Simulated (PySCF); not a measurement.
## Frontier levels across methods

Compound: C4H7BO.
Structure used (PBE0-D3(BJ)/def2-SVP), in Å, numbered top down from 1:
```xyz
13
C4H7BO angstrom
B     -1.2391   -1.0948   -0.8253
C     -0.8587    0.3060   -0.2952
C     -1.7695    1.2990   -0.4081
O      0.2571    0.5808    0.4426
C      1.3543   -0.2043    0.3433
C      2.3916   -0.0693    1.1675
H     -2.1970   -1.1722   -1.5535
H     -0.6483   -2.0974   -0.5059
H     -2.6847    1.1310   -0.9755
H     -1.6204    2.2672    0.0801
H      1.3393   -0.9387   -0.4695
H      3.2707   -0.6997    1.0352
H      2.3811    0.6681    1.9727
```

Basis pcSseg-1 throughout (PySCF), one geometry. Geometry: PBE0-D3(BJ)/def2-SVP, one conformer, isolated molecule.

Task: How do the orbital energies, the gap and the dipole change with the method?

Result: 
```csv
method,kind,HOMO (eV),LUMO (eV),gap (eV),μ (D),SCF cycles
B97-2,global hybrid,-6.34,-2.28,4.06,0.76,14
PBE0,global hybrid,-6.59,-2.30,4.29,0.76,14
mPW1PW91,global hybrid,-6.61,-2.29,4.32,0.77,14
BHandHLYP,global hybrid,-7.52,-1.22,6.30,0.86,13
CAM-B3LYP,range-separated hybrid,-7.83,-1.17,6.66,0.81,13
wB97X-D,range-separated hybrid,-8.38,-0.45,7.93,0.82,14
LC-wPBE,range-separated hybrid,-9.12,-0.06,9.07,0.89,14
```

The HOMO spans 2.78 eV, from B97-2 down to LC-wPBE, and the gap runs from 4.06 eV (B97-2) to 9.07 eV (LC-wPBE). Over the methods B97-2 (21 %), PBE0 (25 %), mPW1PW91 (25 %), BHandHLYP (50 %), a straight line through the gap against the share of exact exchange rises by 0.78 eV for each 10 % (correlation coefficient 0.999). The dipole ranges from 0.76 D (B97-2) to 0.89 D (LC-wPBE). This basis has no diffuse functions.
